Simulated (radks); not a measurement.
The numbers below are computed, except where a source is named.
Question: Successive ionisation energies (eV) of one element, from differences of total energies of ions in their ground configurations, starting at charge 0: 6.828, 13.759, 32.860, 43.173, 70.051, 86.860, 104.43, 122.70. Level of theory: scalar-relativistic Kohn-Sham, LDA (Slater exchange, Perdew-Wang correlation), spin-unpolarised, spherical densities, finite nucleus; Fermi nuclear charge, rms radius 5.5012 fm (a radial shooting solver on a logarithmic mesh with Libxc functionals). Which element is it?

Answer: Lead (Z = 82). The first species listed is Pb in [Hg] 6p2, the last Pb7+ in [Xe] 4f14 5d7.
